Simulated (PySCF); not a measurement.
C3H9NSi2, SMILES C#C[C@H](N)[SiH2][SiH3].

The structure is a stationary point at PBE-D3(BJ)/def2-SVP. The structure was generated by enumeration; whether it is a known compound was not checked. One conformer was computed; it need not be the lowest.

Method: PBE-D3(BJ)/def2-SVP run with PySCF.

Frequencies are harmonic and unscaled.

```csv
mode,ν (cm⁻¹),IR (km/mol),moving atoms (share of kinetic energy)
1,49,0.1,"Si 34 %, H 31 %, C 30 %"
2,76,0.8,"Si 43 %, H 26 %, N 19 %, C 11 %"
3,92,0.0,"H 77 %, C 16 %"
4,148,0.8,"C 35 %, Si 34 %, H 24 %"
5,199,8.0,"C 43 %, H 40 %, N 16 %"
6,245,1.2,"N 39 %, H 22 %, Si 20 %, C 20 %"
7,269,40.0,"H 81 %, C 10 %, N 9 %"
8,354,12.5,"H 87 %, C 9 %"
9,395,9.4,"Si 36 %, C 32 %, H 31 %"
10,427,1.9,"Si 35 %, C 33 %, H 32 %"
11,469,4.9,"H 49 %, Si 32 %, C 17 %"
12,522,0.8,"H 52 %, Si 23 %, C 23 %"
13,555,2.8,"C 42 %, H 31 %, N 18 %, Si 9 %"
14,599,33.5,"H 77 %, C 22 %"
15,635,4.3,"H 59 %, C 22 %, Si 15 %"
16,674,23.5,"H 79 %, C 21 %"
17,726,100.7,"H 66 %, C 21 %, Si 10 %"
18,747,224.0,"H 83 %, C 9 %"
19,824,307.8,H 82 %
20,848,84.8,"H 74 %, N 16 %"
21,884,18.8,H 94 %
22,902,26.7,H 97 %
23,903,48.6,"H 87 %, C 9 %"
24,910,15.4,"C 49 %, H 41 %"
25,1065,4.6,"H 50 %, C 38 %, N 12 %"
26,1122,6.7,"H 66 %, C 27 %"
27,1146,2.4,"H 68 %, C 26 %"
28,1328,2.0,"H 72 %, C 21 %"
29,1571,23.3,H 92 %
30,2126,98.7,H 97 %
31,2147,60.5,H 95 %
32,2147,37.4,"H 70 %, C 27 %"
33,2152,13.6,"C 60 %, H 39 %"
34,2159,106.8,H 96 %
35,2174,83.5,H 96 %
36,2956,4.0,H 92 %
37,3398,2.6,H 96 %
38,3409,76.1,"H 86 %, C 14 %"
39,3487,2.3,"H 92 %, N 8 %"
```
